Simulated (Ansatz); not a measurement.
Input for Ansatz (a program for electronic structure): R-wB97X-V/def2-TZVPPD on H3NO2S (a complex), monomers drawn apart or pushed together. Files ending in .json are basis or fitting sets from the Basis Set Exchange.

Ansatz 0.2 input:
```yaml
crystal:
  periodic: [false, false, false]
  atoms:
    - {symbol: N, position_ang: [0.01650301, 0.00067770, 0.62235179]}
    - {symbol: H, position_ang: [-0.30499019, -0.92669669, 0.36976459]}
    - {symbol: H, position_ang: [-0.77807602, 0.63016042, 0.63148065]}
    - {symbol: H, position_ang: [0.67795129, 0.32053403, -0.07512107]}
    - {symbol: O, position_ang: [-0.10604579, 0.86610014, 4.59216500]}
    - {symbol: S, position_ang: [0.75593833, -0.22417183, 4.20002495]}
    - {symbol: O, position_ang: [0.24458838, -1.56467055, 4.36426000]}
basis:
  gaussian:
    orbitals: def2-TZVPPD.json
hamiltonian:
  xc: {name: wB97X-V}
scf: {lower_state_search: off}
```

The head of its log:

```
WARN ansatz: RAYON_NUM_THREADS=2 ignored (pool sized by the plan → 2); use --threads N
Functional definition: wB97X-V
these checks for a lower state are left out or cut short: stability, starts, cluster_reference, orbital_swaps, neighbouring_geometries, increment
integrals: 0.17 GiB planned
1063 factors; their error is unknown
integrals: 0.20 GiB planned
280 factors; integrals over basis functions are off by at most 3.1e-5 eV
mean field: 1.39 GiB planned
mean field evaluation 1: about -16458.2011 eV, gradient 7.3e1 eV
mean field evaluation 2: about -16454.2956 eV, gradient 9.0e1 eV
```

Q: Give the final energy of this run.

A: -605.1636 hartree.
